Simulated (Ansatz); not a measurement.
Gas-phase electronic energies from Ansatz, PBE0-D4/def2-TZVP geometries. CBS: MP2 limit from def2 TZ/QZ plus the TZ coupled-cluster correction, frozen cores. This one scheme is used for every species. Functionals use def2-TZVPP. One conformer a species, not always the lowest.

Reaction (substitution at a C–C bond): `BCC(N)F` + `[OH][AlH][Cl]` → `BC[O][AlH][Cl]` + `NCF`

```csv
level,ΔE (kJ/mol)
ωB97M-V,76.2
PBE,69.7
SCS-MP2/def2-TZVPP,78.5
HF/CBS(def2),68.4
```

**Question.** What does CCSD(T)/CBS give? (Best estimate.)

**Answer.** The calculation gave: +80.8 kJ/mol. The listed levels differ from it by -4.6, -11.1, -2.3, -12.4 kJ/mol.

Largest T1 diagnostic among the species: 0.012.

In def2-TZVPP, CCSD(T) changes the Hartree–Fock value by +9.8 kJ/mol (the triples alone add +0.7 kJ/mol) and MP2 by +15.4 kJ/mol. From PBE to PBE0 (25 % exact exchange), in def2-TZVPP and without D4, ΔE moves by +4.2 kJ/mol.
